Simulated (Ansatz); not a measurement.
Consider the formal hydrolysis of a Ga–Cl bond: `C[N](C)[Ga]([Cl])[N](C)C` + H₂O → `C[N](C)[Ga]([OH])[N](C)C` + HCl.

Calculated with Ansatz (gas phase, PBE0-D4/def2-TZVP geometries, no zero-point term in ΔE). CCSD(T)/CBS adds triple-zeta CCSD(T) − MP2 to the extrapolated MP2 energy (def2 sets, frozen cores). This one scheme is used for every species. DFT in def2-TZVPP. B3LYP here is the variant with VWN-RPA as its local correlation; programs differ in this. HSE06 is defined as in plane-wave codes. For Ga outer-core shells are correlated without core-valence functions, which leaves a few kJ/mol of doubt a bond. Scalar relativity is left out up to krypton. One conformer a species, not always the lowest.

(1) Is it downhill or uphill in electronic energy at CCSD(T)/CBS, and by how much? (Estimate.)

(2) What do these levels give: B3LYP-D4, r2SCAN0-D4, PBE, HSE06, CCSD(T)/def2-TZVPP, CCSD/CBS(def2)? (Best estimate.)

Largest T1 diagnostic among the species: 0.013.

## Answers

(1) The calculation gave: Uphill: ΔE = +75.3 kJ/mol.

(2) Computed: B3LYP-D4 73.7, r2SCAN0-D4 77.9, PBE 71.5, HSE06 76.7, CCSD(T)/def2-TZVPP 70.5, CCSD/CBS(def2) 75.2 kJ/mol.

In def2-TZVPP, CCSD(T) changes the Hartree–Fock value by −7.1 kJ/mol (the triples alone add +0.1 kJ/mol) and MP2 by −3.8 kJ/mol. The D4 term adds +4.1 kJ/mol with B3LYP and +2.3 kJ/mol with PBE0; it sums over pairs of atoms, weighted by their polarisabilities, and B3LYP, whose exchange is more repulsive, gets the larger term. From BLYP to BHLYP (50 % exact exchange), in def2-TZVPP and without D4, ΔE moves by +8.7 kJ/mol.
